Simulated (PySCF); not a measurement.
NaF, SMILES [F][Na].

Geometry optimised at B3LYP-D3(BJ)/def2-TZVPD.

Two levels are set side by side: TDDFT-PBE/def2-TZVPD (PySCF) and TDDFT-LC-ωPBE/def2-TZVPD (PySCF). Vertical, same geometry. The lowest singlet is HOMO−1→LUMO 100 % with PBE and HOMO−1→LUMO 77 % with the other functional; states are paired by order. Differences are taken from unrounded values.

```
quantity                              TDDFT-LC-ωPBE  TDDFT-PBE  TDDFT-PBE minus TDDFT-LC-ωPBE
------------------------------------  -------------  ---------  -----------------------------
lowest singlet excitation (eV)                 5.18       3.09                          -2.09
lowest triplet excitation (TDA) (eV)           5.07       3.01                          -2.06
```

Functionals without exact exchange tend to place singlet excitations lower, as here. Differences between two approximate levels are no errors against the true value.

Rough cost on one machine, each run with all the roots and properties that it gave: TDDFT-LC-ωPBE against TDDFT-PBE within a factor of 2.
